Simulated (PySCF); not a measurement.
Species: C6H5FNO (doublet state).
Cartesian coordinates in Å at the GFN2-xTB level; atoms count from 1:
```
atom  x, y, z in Å
N1     1.9033    0.7867   -2.1458
C2     1.4943    0.5744   -1.1002
C3     0.9455    0.3305    0.2196
C4    -0.1962    1.2925    0.4263
C5    -1.4591    0.9248    0.1816
O6    -1.8303   -0.3071   -0.2220
C7    -0.8590   -1.2219   -0.3858
F8    -1.3721   -2.4551   -0.5766
C9     0.4390   -1.1209    0.3323
H10    1.7417    0.5088    0.9518
H11    0.0310    2.3008    0.7218
H12   -2.3064    1.5847    0.2765
H13    0.3182   -1.3697    1.3978
H14    1.1493   -1.8291   -0.0996
```

As a line formula: `N#C[C@H]1C=CO[C](F)C1` [radical].

The calculation used UKS B3LYP, pcH-1 on C F H N O, non-relativistic, mean-field spin-orbit, GIAO in PySCF. One conformer (not necessarily the lowest) at the GFN2-xTB geometry, without solvent, vibrations or thermal averaging. Couplings are sensitive to structure, and on GFN2-xTB geometries they can be far from those on DFT ones. No stability test was run, so a lower SCF solution isn't excluded.

Task: The isotropic 1H couplings are +108.8, +28.3, -5.8, +4.2, -0.3 MHz. Assign them to H10; H11; H12; H13; H14.

Result: 
| site | a_iso (MHz) | ρ(0) (bohr⁻³) | position | distance from C7 (Å) | bound to | spin population there | largest \|T\| (MHz) |
| --- | --- | --- | --- | --- | --- | --- | --- |
| H10 | +4.2 | +0.0009 | γ, 3 bonds from C7 | 3.40 | C3 | 0.00 | 3.0 |
| H11 | -5.8 | -0.0013 | 4 bonds from C7 | 3.80 | C4 | +0.09 | 5.5 |
| H12 | -0.3 | -0.0001 | γ, 3 bonds from C7 | 3.23 | C5 | -0.02 | 4.7 |
| H13 | +108.8 | +0.0243 | β, 2 bonds from C7 | 2.14 | C9 | -0.05 | 7.0 |
| H14 | +28.3 | +0.0063 | β, 2 bonds from C7 | 2.12 | C9 | -0.05 | 10.9 |

ρ(0) is the spin density at the nucleus and T the dipolar tensor. The largest Mulliken spin populations are on C7 (+0.80), C4 (+0.09) and H13 (+0.07). No atom but C7 exceeds +0.15. The angles at C7 add up to 350.6°, so it is slightly pyramidal.
